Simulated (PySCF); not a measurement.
Ga(SH)3 (GaH₃S₃), SMILES [SH][Ga]([SH])[SH]. Coordinates come from a PBE-D3(BJ)/def2-SVP optimisation. The structure was generated by enumeration; whether it is a known compound was not checked. Other conformers were not sampled.

Computed with PBE-D3(BJ)/def2-SVP (PySCF 2.14.0).

Harmonic wavenumbers (cm⁻¹): 80, 100, 109, 120, 216, 238, 331, 417, 420, 627, 682, 702, 2617, 2619, 2621. Rotational constants (GHz): 2.080, 2.003, 1.020; symmetry number 1.

Problem. Work out the zero-point energy and the ideal-gas rigid-rotor harmonic-oscillator thermochemistry at 298.15 K and 1 atm.

Solution. ZPE = ½ Σ hcν = ½ × 11901 cm⁻¹ = 17.01 kcal/mol. H − E(el) = 22.71 kcal/mol. Entropy in cal/(mol K): translation 41.28, rotation 28.72, vibration 21.62, total 91.62. G − E(el) = -4.60 kcal/mol. Cp = 26.47 cal/(mol K). Modes under 150 cm⁻¹ make the vibrational entropy uncertain.
